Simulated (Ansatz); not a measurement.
Relaxed structures of GaSiH$_{3}$O, singlet (PBE0-D4/def2-TZVP; forces vanish, vibrations not checked; lower isomers may exist, and structures with a doubtful reference or unclear bonds are left out; Å). Ansatz 0.2.0; basis: def2-TZVPP; cores frozen in the correlated methods. Filled d shells of the heavier atoms are correlated. The def2 sets are not built for correlating such inner shells, so the correlated values are less sure here.

**Question.** Rank them by CCSD(T) energy, lowest first, and give each one's height above the lowest. Links in brackets join atoms within 1.22 times the sum of their covalent radii (1.1 for two metals). (An estimate is asked for; the value comes from the calculation.)
A.
GaSiH₃O ([SiH][O][GaH2])
```
6
angstrom
O 0.3510 -0.1335 0.3526
Si -0.6706 -1.1868 -0.3821
Ga 0.5160 1.6579 0.2067
H -0.1300 -2.4755 0.2737
H 1.6034 2.2528 1.1459
H -0.4281 2.3555 -0.8191
```
B.
GaSiH₃O ([O][SiH][GaH2])
```
6
angstrom
O -1.4927 -1.5195 0.9451
Si -0.3489 -1.1695 -0.0026
Ga 0.3831 1.1379 -0.0372
H 0.2913 -2.2125 -0.8734
H 1.4836 1.6111 0.9717
H -0.3164 2.1525 -1.0037
```
C.
GaSiH₃O ([O]1[SiH2][GaH]1)
```
6
angstrom
O -0.9056 -0.3779 0.7225
Si 0.0488 0.8508 0.1891
Ga 0.1991 -1.2956 -0.5373
H -0.0328 -2.8186 -0.7439
H 0.9980 1.4607 1.1594
H -0.5982 1.9411 -0.5901
```

**Answer.** By the calculation: C (0.00 kcal/mol), A (2.48 kcal/mol), B (17.25 kcal/mol). Heights count from the lowest.

No T1 diagnostic of these runs exceeds 0.020. The restricted Hartree–Fock reference is unstable towards an unrestricted one at one or more of these structures.

For scale, one of the runs: CCSD(T)/def2-TZVPP, 163 basis functions, launched by `ansatz run in.yaml --threads 2 --pin off --events-out ev --progress --plain --max-ram 4352MiB`. The run took 41 s on 2 CPU threads of an Arm Neoverse V1 (shared host), with 1.2 GiB of host memory at its peak.
